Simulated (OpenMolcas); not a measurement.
Fe⁴⁺.

```
Program             : OpenMolcas
Basis               : ANO-RCC-VTZP [6s5p3d2f1g]
Scalar Hamiltonian  : DKH2, point nucleus
Active space        : 4 electrons in 5 orbitals (3d)
State averaging     : 2S+1 = 5 even, 5 roots; 2S+1 = 3 even, 45 roots; 2S+1 = 1 even, 50 roots
Spin-orbit coupling : RASSI with atomic mean-field integrals over the reference wave functions, term energies averaged over their components
```

Two sets of levels on these reference wave functions, in cm⁻¹ above 3d⁴ ⁵D₀: one from CASSCF and one from MS-CASPT2, IPEA 0.25 Eh, imaginary shift 0.1 Eh (closed shells correlated: 3s 3p).

| Level | Set 1 | Set 2 |
| --- | --- | --- |
| 3d⁴ ⁵D₀ | 0.0 | 0.0 |
| 3d⁴ ⁵D₁ | 154 | 151 |
| 3d⁴ ⁵D₂ | 452 | 446 |
| 3d⁴ ⁵D₃ | 877 | 869 |
| 3d⁴ ⁵D₄ | 1411 | 1406 |
| 3d⁴ ³H₄ | 25410 | 27120 |
| 3d⁴ ³H₅ | 25740 | 27440 |
| 3d⁴ ³H₆ | 26110 | 27790 |
| 3d⁴ ³P₀(1) | 24570 | 28970 |
| 3d⁴ ³P₁(1) | 25490 | 29870 |
| 3d⁴ ³F₂(1) | 27360 | 31240 |
| 3d⁴ ³F₃(1) | 27460 | 31320 |
| 3d⁴ ³P₂(1) | 27050 | 31430 |
| 3d⁴ ³F₄(1) | 27620 | 31480 |
| 3d⁴ ³G₃ | 30570 | 34220 |
| 3d⁴ ³G₄ | 30960 | 34590 |

Which set is which?

Set 1 is MS-CASPT2. Its levels of the other terms of 3d⁴ lie at 0.85 to 0.94 of the other set's values, as expected, since terms of lower spin or lower L gain more correlation energy than the Hund ground term. Against 15 measured levels (Corliss and Sugar, J. Phys. Chem. Ref. Data 11, 135 (1982)) the mean absolute deviation is 460 cm-1 with it and 2900 cm-1 without; single levels miss by up to 810 cm-1 with it.

CASPT2 does not keep the components of a term degenerate, so their means are used; among the terms shown or strongly mixed into the levels shown the widest spread is 400 cm-1 (3d⁴ ³H, MS-CASPT2). Without dynamic correlation excited terms often stand tens of per cent too high (terms of higher spin than the ground term too low), and those without a measured partner can miss by more than the paired ones (holds for CASSCF). The CASPT2 spread within a term exceeds the gap to the next term for 3d⁴ ³H and 3d⁴ ³P(1), so the order of their levels is uncertain (holds for MS-CASPT2). Computed and measured levels are paired by configuration, term and J; levels that our copy of the source lacks, or whose pairing is in doubt (as where it misses far off the trend of its configuration), stay unpaired and out of the deviations. Only configurations of the active space appear. The table leaves out levels that lie high or whose names do not pair safely across all columns.

A number in round brackets counts repeated terms of one configuration in the order of the reference energies.
